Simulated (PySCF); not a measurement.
Converging BPb in the basis (PBE0)

PySCF, UKS reference; quartet, unpaired electrons σ ↑, π ↑↑; De to B + Pb without counterpoise correction.

```json
{"basis": "cc-pVDZ/cc-pVDZ-PP", "relativity": "scalar-relativistic core potentials", "functions": "37", "Re (Å)": "2.259", "ωe (cm⁻¹)": "510", "De (eV)": "2.52", "μ (D)": "1.86"}
{"basis": "def2-SVP", "relativity": "scalar-relativistic core potentials", "functions": "40", "Re (Å)": "2.254", "ωe (cm⁻¹)": "519", "De (eV)": "2.59", "μ (D)": "1.91"}
{"basis": "def2-SVPD", "relativity": "scalar-relativistic core potentials", "functions": "52", "Re (Å)": "2.253", "ωe (cm⁻¹)": "518", "De (eV)": "2.59", "μ (D)": "1.93"}
{"basis": "aug-cc-pVDZ/aug-cc-pVDZ-PP", "relativity": "scalar-relativistic core potentials", "functions": "55", "Re (Å)": "2.259", "ωe (cm⁻¹)": "509", "De (eV)": "2.53", "μ (D)": "1.90"}
{"basis": "cc-pVTZ/cc-pVTZ-PP", "relativity": "scalar-relativistic core potentials", "functions": "69", "Re (Å)": "2.251", "ωe (cm⁻¹)": "512", "De (eV)": "2.56", "μ (D)": "1.89"}
{"basis": "def2-TZVPP", "relativity": "scalar-relativistic core potentials", "functions": "81", "Re (Å)": "2.244", "ωe (cm⁻¹)": "513", "De (eV)": "2.58", "μ (D)": "1.89"}
```

Task: How does each smaller set differ from the one with most functions, def2-TZVPP?

Result: cc-pVDZ/cc-pVDZ-PP: +1.5 pm, -0.6 % in ωe, -0.06 eV in De; def2-SVP: +1.0 pm, +1.2 % in ωe, +0.01 eV in De; def2-SVPD: +0.9 pm, +1.0 % in ωe, +0.01 eV in De; aug-cc-pVDZ/aug-cc-pVDZ-PP: +1.5 pm, -0.8 % in ωe, -0.05 eV in De; cc-pVTZ/cc-pVTZ-PP: +0.7 pm, -0.2 % in ωe, -0.02 eV in De. All at PBE0; the set with most functions is neither the basis-set limit nor always the best.

A positive dipole means B(−)Pb(+). These are scalar-relativistic numbers at best; spin–orbit coupling would shift them, the dissociation energy most. The state is the lowest determinant that a PBE0 search found; another state may lie lower at other levels.
